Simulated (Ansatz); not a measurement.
H2Pb (SMILES [PbH2]), charge 0, multiplicity 1, relaxed at each level with Ansatz (a quantum-chemistry and plane-wave program); harmonic frequencies from differences of analytic forces, average atomic masses, frozen cores. Elements past Kr take the def2 small-core potentials, without spin–orbit coupling.

| level | harmonic frequencies (cm⁻¹) | ZPE (eV) | cost over HF/def2-TZVPP (rough) |
|---|---|---|---|
| HF/def2-TZVPP | 803 1684 1690 | 0.259 | ×1 |
| PBE/def2-TZVPP | 693 1551 1557 | 0.236 | ×1 |
| PBE0/def2-TZVPP | 728 1621 1627 | 0.247 | ×1 |
| wB97X-V/def2-TZVPP | 756 1671 1673 | 0.254 | ×3 |
| CCSD(T)/def2-SVP | 739 1585 1588 | 0.243 | ×0.6 |
| CCSD(T)/def2-TZVPP | 732 1589 1594 | 0.243 | ×4 |
